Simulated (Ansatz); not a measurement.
Job for Ansatz (a program for electronic structure): U-CCSD(T)/aug-cc-pV(T+d)Z on BClH (SMILES [BH]Cl), 2S+1 = 2, atoms moved off the minimum. Files ending in .json are basis or fitting sets from the Basis Set Exchange.

Ansatz 0.2 input:
```yaml
crystal:
  periodic: [false, false, false]
  atoms:
    - {symbol: B, position_ang: [-1.12387097, 0.45728447, 0.06515775]}
    - {symbol: Cl, position_ang: [0.45837883, -0.15183755, -0.03366975]}
    - {symbol: H, position_ang: [-2.12191615, -0.18313823, 0.02171082]}
basis:
  gaussian:
    orbitals: aug-cc-pV_T+d_Z.json
magnetization: {spin_polarized: true, initial_magnetization: 1}
correlation: {method: ccsd_t, electrons: outside_noble_gas}
scf: {omitted_lower_state_checks: [cluster_reference]}
output: {forces: true}
```

The log:

```
WARN ansatz: RAYON_NUM_THREADS=1 ignored (pool sized by the plan → 1); use --threads N
Functional definition: HF
these checks for a lower state are left out or cut short: cluster_reference
integrals: 0.33 GiB planned
721 factors; integrals over basis functions are off by at most 1.4e-3 eV
mean field: 0.28 GiB planned
mean field evaluation 1: about -13189.9548 eV, gradient 8.5e0 eV
mean field evaluation 2: about -13189.9570 eV, gradient 8.5e0 eV
mean field evaluation 4: about -13190.9210 eV, gradient 1.7e0 eV
mean field evaluation 8: about -13190.9672 eV, gradient 3.5e-3 eV
mean field -13190.96716997 eV, -484.7591023376 hartree, gradient 9.6e-6 eV, S^2 0.755332; 0 other end points of the search recorded, 0 dependent functions left out
6 core orbitals not correlated
reference -13190.96716997 eV, -484.7591023376 hartree; 6, 5 occupied and 112, 113 virtual orbitals, 721 factors
densities: 1.86 GiB planned
second order -7.33701678 eV of doubles, -0.00000000 eV of singles
coupled cluster: 1.13 GiB planned
cycle   1  -7.82586890 eV  change   -4.9e-1 eV  update   6.1e-2
cycle   2  -8.02869742 eV  change   -2.0e-1 eV  update   2.1e-2
cycle   3  -8.07262998 eV  change   -4.4e-2 eV  update   1.2e-2
cycle   4  -8.06787047 eV  change    4.8e-3 eV  update   4.7e-3
cycle   5  -8.06811532 eV  change   -2.4e-4 eV  update   1.6e-3
cycle   6  -8.06826841 eV  change   -1.5e-4 eV  update   5.2e-4
cycle   7  -8.06832094 eV  change   -5.3e-5 eV  update   1.9e-4
cycle   8  -8.06836714 eV  change   -4.6e-5 eV  update   7.8e-5
cycle   9  -8.06835687 eV  change    1.0e-5 eV  update   2.6e-5
cycle  10  -8.06835224 eV  change    4.6e-6 eV  update   8.5e-6
cycle  11  -8.06835527 eV  change   -3.0e-6 eV  update   3.3e-6
cycle  12  -8.06835533 eV  change   -6.0e-8 eV  update   1.4e-6
cycle  13  -8.06835588 eV  change   -5.5e-7 eV  update   5.6e-7
perturbative correction -0.35217573 eV, -0.0129422194 hartree
the calculation of the forces begins
Total energy: -13199.38770158 eV, -485.0685511666 hartree
Atom 0 at    -1.123871     0.457284     0.065158 Å, force    -0.433552     0.381698     0.049255 eV/Å
Atom 1 at     0.458379    -0.151838    -0.033670 Å, force     0.452621    -0.249755    -0.036066 eV/Å
Atom 2 at    -2.121916    -0.183138     0.021711 Å, force    -0.019070    -0.131943    -0.013189 eV/Å
Dipole moment:    -0.031613    -0.102204    -0.009834 e Å
Checks for a lower state left out: cluster_reference
```

Self-consistency was reached.

Cost: about 120 core-seconds (a rough figure).
